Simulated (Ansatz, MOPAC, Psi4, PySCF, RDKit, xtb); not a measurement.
Two geometries of SMILES C#C[SiH2][SiH2][Si](Cl)(Cl)Cl (C2H5Cl3Si3), relaxed at B3LYP-D3(BJ)/def2-SVP with one dihedral held; other torsions can differ between them too.

Structure A

```
13

C     -2.3717     1.4458    -0.3616
C     -1.8692     0.3966    -0.7186
Si    -0.9858    -1.1503    -1.1397
Si     1.0382    -1.1753     0.0792
Si     0.9233     0.4345     1.7661
Cl     0.8994     2.3452     0.9744
Cl    -0.7927     0.1544     2.8893
Cl     2.5561     0.2907     3.0324
H     -2.8148     2.3719    -0.0433
H     -0.7141    -1.2066    -2.6036
H     -1.8146    -2.3252    -0.7489
H      2.2098    -0.8430    -0.7829
H      1.2657    -2.4980     0.7316
```

Structure B

```
13

C      2.3967     1.3562    -0.5141
C      1.8075     0.3268    -0.7889
Si     0.8691    -1.2046    -1.1555
Si    -1.1031    -1.2242     0.1294
Si    -2.4366    -2.8702    -0.8428
Cl    -1.2632    -4.5611    -1.1135
Cl    -3.0633    -2.2260    -2.7080
Cl    -4.0997    -3.3919     0.2685
H      2.9206     2.2642    -0.2762
H      0.4974    -1.2442    -2.5967
H      1.6878    -2.4007    -0.8176
H     -0.8333    -1.5959     1.5477
H     -1.8248     0.0780     0.0646
```

Task: Which is lower in energy at the level Ansatz (an electronic-structure program) with CCSD(T) on RHF/cc-pVDZ, frozen core // B3LYP-D3(BJ)/def2-SVP, and by how much?

Result: B is lower, by 0.49 kcal/mol (dihedral C2–Si3–Si4–Si5: 15° in A, 165° in B).

E(B) − E(A) in kcal/mol at the other levels, on the same two geometries: MMFF94 // B3LYP-D3(BJ)/def2-SVP (RDKit) -1.62; B3LYP/def2-TZVP // B3LYP-D3(BJ)/def2-SVP (Psi4) -1.64; B3LYP-D3(BJ)/def2-TZVP // B3LYP-D3(BJ)/def2-SVP (Psi4) -0.09; PBE/def2-TZVP // B3LYP-D3(BJ)/def2-SVP (Psi4) -1.33; PBE-D3(BJ)/def2-TZVP // B3LYP-D3(BJ)/def2-SVP (Psi4) -0.42; wB97M-V/def2-TZVP // B3LYP-D3(BJ)/def2-SVP (Psi4) -0.20; RHF/cc-pVDZ // B3LYP-D3(BJ)/def2-SVP (Ansatz) -1.38; MP2 on RHF/cc-pVDZ, frozen core // B3LYP-D3(BJ)/def2-SVP (Ansatz) -0.30; CCSD on RHF/cc-pVDZ, frozen core // B3LYP-D3(BJ)/def2-SVP (Ansatz) -0.62; RHF/cc-pVTZ // B3LYP-D3(BJ)/def2-SVP (Ansatz) -1.70; MP2 on RHF/cc-pVTZ, frozen core // B3LYP-D3(BJ)/def2-SVP (Ansatz) -0.07; UFF // B3LYP-D3(BJ)/def2-SVP (RDKit) -0.57; PM6, restricted, heats of formation // B3LYP-D3(BJ)/def2-SVP (MOPAC) -0.06; PM3, restricted, heats of formation // B3LYP-D3(BJ)/def2-SVP (MOPAC) -0.80; GFN1-xTB // B3LYP-D3(BJ)/def2-SVP (xtb) 0.25; restricted B3LYP/6-31G*, spherical d, density fitting // B3LYP-D3(BJ)/def2-SVP (PySCF) -0.96; restricted MP2 (frozen core)/3-21G // B3LYP-D3(BJ)/def2-SVP (PySCF) -0.49; restricted LDA (SVWN5)/6-31G*, spherical d, density fitting // B3LYP-D3(BJ)/def2-SVP (PySCF) 0.28; restricted Hartree-Fock/3-21G, density fitting // B3LYP-D3(BJ)/def2-SVP (PySCF) -0.85.

MMFF94 has few fitted parameters for silicon.
